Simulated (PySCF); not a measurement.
SMILES C/C=[CH]\[GeH3], GFN2-xTB optimised geometry.

```
12

C      1.47    -1.43     0.00
C     -0.02    -1.43     0.00
C     -0.78    -0.35     0.00
Ge    -0.14     1.49     0.00
H      1.85    -1.95    -0.88
H      1.85    -0.41     0.01
H      1.85    -1.96     0.88
H     -0.48    -2.42     0.00
H     -1.85    -0.47     0.00
H     -1.32     2.42     0.01
H      0.68     1.82    -1.21
H      0.70     1.82     1.19
```

Density from PySCF with PBE0/def2-TZVP at that geometry.

Minimum of the electron density along straight lines between bonded atoms, close to the bond critical point (lines longer than 1.1 times the sum of covalent radii, or with two minima, are not listed):

| bond | length / Å | ρ at the minimum / e bohr⁻³ | ∇²ρ there / e bohr⁻⁵ | position (fraction from the first atom) |
|---|---|---|---|---|
| C1–C2 | 1.488 | 0.265 | -0.71 | 0.49 |
| C2–C3 | 1.326 | 0.354 | -1.09 | 0.51 |
| C3–Ge4 | 1.945 | 0.129 | 0.11 | 0.53 |
| C1–H5 | 1.090 | 0.276 | -0.94 | 0.64 |
| C1–H6 | 1.089 | 0.279 | -0.95 | 0.64 |
| C1–H7 | 1.090 | 0.276 | -0.94 | 0.64 |
| C2–H8 | 1.086 | 0.284 | -1.01 | 0.64 |
| C3–H9 | 1.083 | 0.282 | -0.98 | 0.64 |
| Ge4–H10 | 1.494 | 0.143 | 0.10 | 0.60 |
| Ge4–H11 | 1.497 | 0.142 | 0.09 | 0.60 |
| Ge4–H12 | 1.497 | 0.142 | 0.09 | 0.60 |
